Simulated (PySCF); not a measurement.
[DyOCl]− at several levels of theory

Computed with PySCF 2.14.0 (density fitting, no spin-orbit coupling) at the geometry relaxed with PBE0:

```xyz
3
[DyOCl]− (singlet in the valence; each metal's 4f electrons, 10 of them, lie in its core potential, out of spins and levels)
Dy    0.2577    0.0000   -0.2590
O     2.0877    0.0000    0.5579
Cl   -2.2668    0.0000    0.8903
```

```json
{"level": "PBE0", "basis": "Dy lcecp-0-SVP with ECP56, O def2-SVP, Cl def2-SVP", "state": "singlet", "HOMO (eV)": "–", "gap (eV)": "–", "charge on Dy1 (e)": "0.21", "population of f-type functions on Dy1 (polarisation alone where 4f lies in the core)": "0.03", "dipole about the centre of mass (D)": "7.22", "largest force component (eV/Å)": "0.01"}
{"level": "M06-L", "basis": "the same", "state": "singlet", "HOMO (eV)": "–", "gap (eV)": "–", "charge on Dy1 (e)": "0.28", "population of f-type functions on Dy1 (polarisation alone where 4f lies in the core)": "0.03", "dipole about the centre of mass (D)": "6.58", "largest force component (eV/Å)": "0.45"}
{"level": "CAM-B3LYP", "basis": "the same", "state": "singlet", "HOMO (eV)": "–", "gap (eV)": "–", "charge on Dy1 (e)": "0.18", "population of f-type functions on Dy1 (polarisation alone where 4f lies in the core)": "0.03", "dipole about the centre of mass (D)": "7.50", "largest force component (eV/Å)": "0.08"}
```

In the lcecp rows the 4f levels are missing from HOMO and gap, and the state counts the valence alone.

Charges are Mulliken's, which hang on the basis. The relaxation used the grid (50, 194), these runs (75, 302) or, all-electron (x2c bases, spin-free X2C Hamiltonian), (99, 590).

Q: What does PBE0 with Dy lcecp-0-TZVP with ECP56, O def2-TZVP, Cl def2-TZVP give here?

A: state singlet, charge on Dy1 (e) 0.64, population of f-type functions on Dy1 (polarisation alone where 4f lies in the core) 0.04, dipole about the centre of mass (D) 7.77, largest force component (eV/Å) 0.57. Time: 4.4 s on 2 threads of AMD EPYC 9R45 96-Core Processor (Zen 5), with other jobs on the host, from free ions and atoms.

An lcecp potential fixes the number of 4f electrons, so in runs with it no electron can move into or out of that shell; real Dy(II) is rare or takes another configuration.
